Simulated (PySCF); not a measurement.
C₃H₃, charge +1, multiplicity 1. Atoms are numbered in the order given.

```xyz
6

C      0.0000     0.0000    -1.3280
C      0.0000     0.0000    -0.1040
C      0.0000     0.0000     1.2357
H      0.0000     0.0000    -2.4040
H      0.0000    -0.9387     1.7910
H      0.0000     0.9387     1.7910
```
Charge +1, spin multiplicity 1.

Coordinates come from a PBE0-D3(BJ)/def2-TZVP optimisation. The multiplicity is an assumed one; other spin states were not compared. The isomer is the one that the SMILES or the coordinates give; other isomers of the formula were not compared.

Level of theory: PBE/def2-TZVPD (PySCF).

Mulliken values depend strongly on the basis, most of all with diffuse functions as here. Atomic charges (e):

| atom | Mulliken | meta-Löwdin |
|---|---|---|
| C1 | 0.09 | (withheld) |
| C2 | 0.19 | (withheld) |
| C3 | -0.22 | 0.08 |
| H4 | 0.36 | 0.25 |
| H5 | 0.29 | (withheld) |
| H6 | 0.29 | (withheld) |

Q: Some entries are withheld; supply them. (The exact figures need the calculation; the answer reports its results.)

A: 
- C1, meta-Löwdin: 0.16
- C2, meta-Löwdin: 0.06
- H5, meta-Löwdin: 0.23
- H6, meta-Löwdin: 0.23
